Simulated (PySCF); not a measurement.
Vertical excitations of a molecule C₂H₈AlN from TDDFT-LC-ωPBE/def2-SVPD (PySCF), as energy in eV (oscillator strength): 5.65 (0.146), 6.36 (0.005), 6.44 (0.000), 7.38 (0.010), 7.64 (0.083), 7.65 (0.016), 7.84 (0.000), 8.11 (0.051), 8.35 (0.003), 8.49 (0.029). Lowest triplet (TDA): 4.56 eV. The structure is a stationary point at PBE0-D3(BJ)/def2-SVP. One conformer was computed; it need not be the lowest.

**Question.** Pick the molecule that these values belong to.
(A) [CH3][Al]([CH3])[NH2]
(B) C[NH][AlH][CH3]
(C) C[CH2][AlH][NH2]
(D) C[N](C)[AlH2]

**Answer.** D, C[N](C)[AlH2]
